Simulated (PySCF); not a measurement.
Species: CH10N2Si2.
Cartesian coordinates in Å at the PBE0-D3(BJ)/def2-SVP level; atoms count from 1:
```
atom  x, y, z in Å
N1    -1.903   -1.082    0.120
C2    -1.896    0.309   -0.321
Si3   -0.193    0.693   -1.057
N4     0.907   -0.066    0.051
Si5    2.628    0.002    0.239
H6    -1.936   -1.715   -0.677
H7    -2.723   -1.289    0.687
H8    -2.719    0.599   -1.006
H9    -1.992    0.957    0.567
H10    0.037    2.169   -1.160
H11   -0.100    0.135   -2.449
H12    0.395   -0.772    0.586
H13    3.055   -1.143    1.099
H14    3.330   -0.093   -1.082
H15    3.094    1.273    0.881
```

Lines to be assigned: C 1s: 290.98 eV; N 1s: 403.72 (area 1), 405.28 (area 1) eV; Si 1s: 1846.45 (area 1), 1846.64 (area 1) eV; Si 2p3/2: 106.60 (area 1), 106.78 (area 1) eV.

Method: delta-SCF UKS SCAN, pcX-2 on the ionised atom, pcseg-1 elsewhere, spin-free X2C (PySCF 2.14.0). The structure is a single PBE0-D3(BJ)/def2-SVP conformer in the gas phase; no vibrational or solvent corrections.

(1) Assign the N 1s lines to atoms.

(2) Which silicon gives which Si 1s line?

(3) Order the silicon atoms by Si 2p3/2 binding energy.

Answers

(1) 403.72 eV: N4 (nitrogen bridging silicon atoms); 405.28 eV: N1 (primary amine nitrogen). The listed N 1s values span 1.56 eV, from N4 (bonded to H and 2 Si) to N1 (bonded to C and 2 H).

(2) 1846.45 eV: Si3 (SiH2 silicon); 1846.64 eV: Si5 (SiH3 silicon). The 2 Si 1s values lie within 0.19 eV of each other; Gaussian lines of 0.5 eV full width would blend them into one maximum.

(3) 106.60 eV: Si3 (SiH2 silicon); 106.78 eV: Si5 (SiH3 silicon). The 2 Si 2p3/2 values lie within 0.18 eV of each other.

Bonded neighbours of each site: N1: C and 2 H; C2: N, 2 H and Si; Si3: N, C and 2 H; N4: H and 2 Si; Si5: N and 3 H.

Q: What is the longest wavelength that can ionise C 1s of C2 vertically?

A: λ = hc/E = 12398.42 eV Å / 290.98 eV = 42.609 Å.

For 2p shells one spin-free hole was relaxed; a mean-field spin–orbit operator and the ground-state splitting of the three 2p orbitals were then diagonalised within the shell. The shell's mean is (2 × 2p3/2 + 2p1/2)/3, and the degeneracies 2j + 1 give areas of 2:1. 2p1/2 minus 2p3/2 (ligand field included): Si 0.62 eV.
